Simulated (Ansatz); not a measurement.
System: SnCl$_{2}$, charge -1, multiplicity 2. 
Structure (B3LYP-D3(BJ)/def2-TZVP (Ansatz, a program for electronic structure) minimum search):
```xyz
3

Sn     0.0038    -0.0076     0.6641
Cl     1.2529     1.4772    -0.9670
Cl    -1.2640    -1.4548    -0.9862
```
Charge -1, spin multiplicity 2.

Basis-set convergence of Hartree-Fock and MP2 correlation energies (hartree) with Ansatz. Valence correlation only, unless marked. UHF or UKS for open shells. No spin-orbit coupling. Frozen are the shells of the preceding noble gas and the d and f shells that filled before the atom's block. In def2 rows, elements after Kr have scalar-relativistic effective core potentials. This anion needs diffuse functions, which these sets lack.

| basis | functions | E(HF) | E(corr, MP2) |
|---|---|---|---|
| def2-SVP | 62 | -1132.21004 | -0.31722 |
| def2-TZVPP | 134 | … | … |

Q: Complete the blanks.

A: 
- def2-TZVPP, E(HF): -1132.54179
- def2-TZVPP, E(corr, MP2): -0.45620
